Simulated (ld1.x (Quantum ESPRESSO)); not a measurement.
**Cutoff test, molybdenum (Mo), ultrasoft**

molybdenum, ultrasoft, made with ld1.x (Quantum ESPRESSO) 7.5 (LDA (PZ), scalar-relativistic). Core [Kr], reference 4d5 5s0 5p1. Waves: 5s (bound, empty): rcut 3.25, rcutus 4.50 bohr; 5s channel at 1.1 Ry: rcut 3.25, rcutus 4.50 bohr; 5p (bound): rcut 2.50, rcutus 3.25 bohr; 5p channel at 0.6 Ry: rcut 2.50, rcutus 3.25 bohr; 4d (bound): rcut 1.25, rcutus 1.55 bohr; 4d channel at 0.55 Ry: rcut 1.25, rcutus 1.55 bohr. Local part: all-electron potential smoothed inside 1.20 bohr (lloc = -1). Core correction: a·sin(br)/r model core inside 1.00 bohr. Augmentation charge: PSQ, inside the norm-conserving radii.

The pseudo-atom Hamiltonian at the reference potential is diagonalised in spherical Bessel functions j_l(qr) that vanish at 20 bohr, with q² up to the cutoff. All-electron valence levels (Ry): 5s -0.3851, 5p -0.1393, 4d -0.3821.

Task: How do the lowest levels (Ry) of each channel move with the cutoff, and are there ghosts?

Result:

```csv
cutoff (Ry),s #1,s #2,p #1,p #2,p #3,d #1,d #2,f #1,f #2,Σ f·Δε (mRy)
8,-0.7493,-0.3850,-0.1393,0.0223,0.1439,-0.0537,0.0473,0.0833,0.1967,1642.2
10,-0.7887,-0.3850,-0.1393,0.0223,0.1439,-0.0895,0.0404,0.0833,0.1967,1463.7
15,-0.8449,-0.3851,-3.0480,-0.1393,0.0223,-0.1864,0.0319,0.0833,0.1967,978.8
21,-0.9067,-0.3851,-5.7745,-0.1393,0.0223,-0.3061,0.0271,0.0833,0.1967,380.6
25,-0.9313,-0.3851,-7.2238,-0.1393,0.0223,-0.3380,0.0262,0.0833,0.1967,220.9
30,-0.9682,-0.3851,-8.2327,-0.1393,0.0223,-0.3661,0.0256,0.0833,0.1967,80.3
40,-1.0364,-0.3851,-9.1696,-0.1393,0.0223,-0.3812,0.0252,0.0833,0.1967,4.7
50,-1.0758,-0.3851,-9.5432,-0.1393,0.0223,-0.3820,0.0252,0.0833,0.1967,1.2
55,-1.0861,-0.3851,-9.6153,-0.1393,0.0223,-0.3820,0.0252,0.0833,0.1967,1.1
60,-1.0935,-0.3851,-9.6625,-0.1393,0.0223,-0.3820,0.0252,0.0833,0.1967,1.0
80,-1.1053,-0.3851,-9.7263,-0.1393,0.0223,-0.3821,0.0252,0.0833,0.1967,0.2
400,-1.1079,-0.3851,-9.7349,-0.1393,0.0223,-0.3822,0.0252,0.0833,0.1967,0.0
```

Result: ghost states, extra bound levels that the all-electron valence spectrum of the same l lacks: p at -132.4 eV, s at -15.1 eV (a true bound ghost makes a file unfit for plane-wave use); 10 mRy is reached at 40 Ry and 1 mRy at 60 Ry.

Test run stopped at test 4 of 9 (negative rho), 1 before it not solved.
